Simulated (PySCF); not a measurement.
C3H8FNSi. Atoms are numbered in the order given.

```xyz
14

C      2.6255    -0.1654     0.5625
C      1.5088    -0.8718     0.3467
Si     0.0131    -0.1052    -0.4471
F      0.4342     1.4574    -0.7240
N     -1.3375    -0.2835     0.5868
C     -2.7271    -0.1118     0.2008
H      2.6930     0.8889     0.2701
H      3.5130    -0.6029     1.0361
H      1.4843    -1.9262     0.6533
H     -0.3574    -0.6494    -1.7787
H     -1.1771    -0.2556     1.5885
H     -3.3742    -0.8716     0.6717
H     -3.1302     0.8855     0.4562
H     -2.8239    -0.2348    -0.8897
```
Charge 0, spin multiplicity 1.

Geometry: ωB97X-D3(BJ)/def2-SVP. The structure was generated by enumeration; whether it is a known compound was not checked. The values are those of a single conformer.

Level of theory: B3LYP/def2-TZVP in PySCF.

Atomic charges (e):

```json
[
 {"atom": "C1", "Mulliken": "-0.22", "Löwdin": "-0.19"},
 {"atom": "C2", "Mulliken": "-0.28", "Löwdin": "-0.30"},
 {"atom": "Si3", "Mulliken": "0.67", "Löwdin": "0.13"},
 {"atom": "F4", "Mulliken": "-0.35", "Löwdin": "-0.03"},
 {"atom": "N5", "Mulliken": "-0.42", "Löwdin": "-0.10"},
 {"atom": "C6", "Mulliken": "-0.23", "Löwdin": "-0.35"},
 {"atom": "H7", "Mulliken": "0.14", "Löwdin": "0.13"},
 {"atom": "H8", "Mulliken": "0.12", "Löwdin": "0.12"},
 {"atom": "H9", "Mulliken": "0.11", "Löwdin": "0.14"},
 {"atom": "H10", "Mulliken": "-0.09", "Löwdin": "-0.04"},
 {"atom": "H11", "Mulliken": "0.20", "Löwdin": "0.17"},
 {"atom": "H12", "Mulliken": "0.11", "Löwdin": "0.11"},
 {"atom": "H13", "Mulliken": "0.11", "Löwdin": "0.11"},
 {"atom": "H14", "Mulliken": "0.11", "Löwdin": "0.12"}
]
```

Computed Mayer and Wiberg (Löwdin basis) orders of the bonds:
```
bond     Mayer  Wiberg
-------  -----  ------
C1–C2     1.90    2.21
C2–Si3    0.97    1.08
Si3–F4    1.04    1.62
Si3–N5    1.20    1.45
N5–C6     0.95    1.41
C1–H7     0.95    0.89
C1–H8     0.96    0.89
C2–H9     0.94    0.84
Si3–H10   0.94    0.89
N5–H11    0.91    0.89
C6–H12    0.97    0.93
C6–H13    0.97    0.93
C6–H14    0.97    0.92
```
